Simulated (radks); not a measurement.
Kinetic energies: the exact non-interacting value of the Kohn-Sham orbitals and orbital-free approximations, in hartree. Species: Ca+ [Ar] 4s1; Tc [Kr] 4d5 5s2. All-electron calculation, non-relativistic Kohn-Sham, exchange-only LDA, spin-polarised, spherical densities, point nucleus. Program: a radial shooting solver on a logarithmic mesh with Libxc functionals. Every spin shell is full or empty, so the densities are truly spherical. Functionals are evaluated on that one density, not self-consistently.

functional          Ca+       Tc
exact           673.972  4198.37
Thomas-Fermi     627.09   3966.0
von Weizsacker   381.46   1833.1
TF + vW          1008.6   5799.1
TF + vW/9        669.48   4169.6
TF + vW/5        703.39   4332.6
LC94             674.42   4201.3
APBEK            675.21   4204.0
revAPBEK         677.31   4212.1
Perdew 92        669.56   4170.0
Thakkar          672.46   4176.7
Pearson          664.42   4157.9
LKT              861.78   5051.6
PG1              824.75   4870.3
DePristo-Kress   673.99   4195.4
Ernzerhof        673.02   4182.4
